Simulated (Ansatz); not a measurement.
A structure relaxed at r2SCAN-D4/def2-SVP in Ansatz, charge 1, doublet:

Cartesian coordinates in Å:
```
Ge -0.639 -0.646 0.921
Ge -0.677 0.754 -2.012
Ge 2.133 0.718 -0.087
O 1.020 -0.191 1.070
O -1.471 -1.487 2.119
O -1.370 -0.161 -0.567
O 1.003 1.013 -1.445
```

Problem. Give its formula and point group.

Solution. Ge₃O₄⁺. Point group C2v (tolerance 0.1 Å).

Problem. Summarise the bond lengths by kind (pairs closer than 1.2 times the sum of covalent radii, bridged metal pairs left out).

Solution. 7 × Ge–O 1.68 to 1.84 Å.

The relaxation made no stability test and no search for a lower SCF solution. Another isomer (doublet) lies 0.37 eV lower at PBE0-D4/def2-TZVP; other spin states weren't run for this one.
